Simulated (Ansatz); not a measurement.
CH6AlFO2Si can be A, `[OH][AlH][CH2]O[SiH2]F`, or B, `C[Si](O)(F)[AlH][OH]`.

Program: Ansatz. Geometries: PBE0-D4/def2-TZVP. ΔE: electronic, gas phase. CCSD(T)/CBS is the MP2 limit (def2-TZVPP, def2-QZVPP) plus CCSD(T) − MP2 in def2-TZVPP, frozen cores. Functionals use def2-TZVPP. B3LYP here is the variant with VWN-RPA as its local correlation; programs differ in this. Each species was taken in one conformer, which may not be the lowest.

Which is lower in electronic energy at CCSD(T)/CBS, and by how much? (Estimate.)

Ansatz gave: B, by 27.5 kcal/mol.

Give E(B) − E(A) in kcal/mol with HF/def2-TZVPP, CCSD(T)/def2-TZVPP, B2PLYP, ωB97M-V, r2SCAN-D4, B3LYP, B3LYP-D4. (Estimate.)

Ansatz gave: HF/def2-TZVPP -23.9, CCSD(T)/def2-TZVPP -26.7, B2PLYP -26.2, ωB97M-V -25.7, r2SCAN-D4 -27.6, B3LYP -26.2, B3LYP-D4 -26.0. None reverses the order clearly.

Largest T1 diagnostic: 0.013.

In def2-TZVPP, CCSD(T) changes the Hartree–Fock value by −2.7 kcal/mol (the triples alone add −0.2 kcal/mol) and MP2 by −2.9 kcal/mol.
